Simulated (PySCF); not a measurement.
Species: C8H11 (doublet state).
Z-matrix (Å and degrees, GFN2-xTB geometry), rows numbered from 1:
```
C 
C   1  1.4979
C   1  1.4995  2   60.04
C   3  1.4979  1  120.10  2  -109.50
C   4  1.5421  3  124.92  1   155.98
C   5  1.5333  4   70.59  3   178.72
C   6  1.5345  5   90.17  4    45.03
C   6  1.5332  5   90.29  4   -45.14
H   1  1.0793  2  118.82  3   107.89
H   1  1.0789  2  117.89  3  -107.94
H   2  1.0789  1  117.91  3   107.94
H   2  1.0792  1  118.80  3  -107.90
H   3  1.0846  1  117.40  2   107.38
H   5  1.0857  4  116.97  3    67.15
H   5  1.0856  4  116.91  3   -69.68
H   7  1.0858  4  117.17  3    68.80
H   7  1.0858  4  117.18  3   -68.79
H   8  1.0856  4  116.96  3   -67.15
H   8  1.0856  4  116.90  3    69.68
```

The hyperfine couplings belong to this conformer and change with its torsions.

Identity: `C1C2(C3CC3)C[C]1C2` [radical].

Theory: PySCF, UKS B3LYP, pcH-1 on C H, non-relativistic, mean-field spin-orbit, GIAO. Isolated species at its GFN2-xTB geometry (one conformer only). A GFN2-xTB geometry isn't a minimum of the functional, and hyperfine couplings can be far from their values at a DFT geometry. No stability test was run, so a lower SCF solution isn't excluded.

Question: What is the g tensor, term by term?

Answer: 
| Δg (ppm) | 1 | 2 | 3 |
| --- | --- | --- | --- |
| relativistic mass correction | -171 | -171 | -171 |
| gauge correction | 7 | 11 | 10 |
| orbital Zeeman/spin–orbit | -12 | 618 | 675 |
| total | -176 | 457 | 514 |

So g = 2.00214, 2.00278, 2.00283 and g_iso = 2.00258; the tensor is close to axial: the two nearest values differ by 8 % of g3 − g1. 

Question: How much does each term add to the isotropic shift?

Answer: The orbital-Zeeman/spin–orbit term 427, the mass correction -171 and the gauge correction 9 ppm, for a total of 265 ppm. The orbital-Zeeman/spin–orbit term is the largest in size. The mass correction is the same along every axis, so the anisotropy comes from the other two: their spans along these axes are 4 (gauge) and 688 ppm (orbital Zeeman/spin–orbit).

Question: At 9.633 GHz, how far is the centre of the isotropic spectrum from where a free electron (g = 2.002319) resonates?

Answer: B = hν/(g μB) with μB/h = 13.99624 MHz/mT gives 343.73 mT for the free electron and 343.68 mT at g_iso, 0.05 mT lower.

Question: What are the electron Larmor frequencies g μB B/h along the three axes at 3350 mT?

Answer: 93.8753, 93.9050, 93.9077 GHz for g1, g2 and g3, a range of 32.4 MHz.

Question: In a frozen sample, at which fields do the three g values resonate at 9.5, 34, 94 and 263 GHz (hyperfine left aside), and which band first spreads them over more than twice a line width of 1.0 mT?

Answer: 
| band | GHz | B(g3) mT | B(g2) mT | B(g1) mT | spread mT |
| --- | --- | --- | --- | --- | --- |
| X | 9.5 | 338.90 | 338.91 | 339.01 | 0.12 |
| Q | 34.0 | 1212.89 | 1212.93 | 1213.31 | 0.42 |
| W | 94.0 | 3353.29 | 3353.39 | 3354.45 | 1.16 |
| J | 263.0 | 9382.09 | 9382.35 | 9385.32 | 3.24 |

The spread grows in proportion to the frequency. J band is the first where it exceeds 2.0 mT.

Largest spin populations (Mulliken): C6 (+0.80) and C3 (+0.06). No atom but C6 exceeds +0.15. The angles at C6 add up to 270.6°, so it is pyramidal.

The HOMO–LUMO gaps are 6.44 eV among the α and 6.06 eV among the β orbitals.

Time: 2.3 min wall (grids of density and orbitals included); peak memory 1.0 GiB. Hardware: an Arm Neoverse N1 with one thread, no GPU, shared host with 64 logical CPUs at a one-minute load of 41.
